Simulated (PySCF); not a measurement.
CH₆BN₃O.
SMILES with atom numbers: `[NH2:1][B:2]([NH2:3])[NH:4][CH:5]=[O:6]` (hydrogens: H7, H8 on N1; H9, H10 on N3; H11 on N4; H12 on C5)

The calculation used PBE0-D3(BJ)/def2-SVP geometry optimisation, gas phase in PySCF.

(1) List the bond lengths, angles and torsions at this level.

Answers

(1) 
| bond | length (Å) |
| --- | --- |
| N1–B2 | 1.420 |
| B2–N3 | 1.405 |
| B2–N4 | 1.477 |
| N4–C5 | 1.359 |
| C5=O6 | 1.212 |
| N1–H7 and 3 like bonds | 1.010 |
| N4–H11 | 1.012 |
| C5–H12 | 1.118 |

Bonds in one row agree within 0.01 Å and their mean is given. A selection of angles:
| angle | degrees |
| --- | --- |
| B2–N1–H7 | 122.5 |
| H7–N1–H8 | 113.3 |
| N1–B2–N3 | 124.2 |
| N1–B2–N4 | 117.2 |
| N3–B2–N4 | 118.6 |
| B2–N3–H9 | 119.1 |
| H9–N3–H10 | 116.7 |
| B2–N4–C5 | 127.0 |
| B2–N4–H11 | 119.0 |
| C5–N4–H11 | 114.0 |
| N4–C5–O6 | 126.1 |
| N4–C5–H12 | 112.8 |
| O6–C5–H12 | 121.0 |

Dihedral angles: N1–B2–N4–C5 180° (antiperiplanar); B2–N4–C5–O6 1° (synperiplanar).

N1 (boron-bound nitrogen) is planar (angles 123.9°, 122.5° and 113.3°, sum 359.8°, 0.03 Å off the plane of its three neighbours). B2 (three-coordinate boron) is planar (angles 124.2°, 118.6° and 117.2°, sum 360.0°, 0.00 Å off the plane of its three neighbours). H9 on N3 lies 2.08 Å from O6, 5 bonds away (angle at H 127°; Bondi radii sum to 2.72 Å). Of the pairs four or more bonds apart, those above aside, C5···H9 is among the closest relative to their van der Waals radii: 2.62 Å, 91 % of the sum of Bondi's values. The 6 heavy atoms lie in one plane (0.004 Å rms). N4 (amide nitrogen) is planar (angles 127.0°, 119.0° and 114.0°, sum 360.0°, 0.01 Å off the plane of its three neighbours). The B–N distances run from 1.405 Å (B2–N3, drawn single) to 1.477 Å (B2–N4, drawn single), a spread of 0.072 Å.

No PBE0-D3(BJ)/def2-SVP frequencies stand behind this structure, so it isn't proved a minimum. One conformer, not necessarily the lowest.
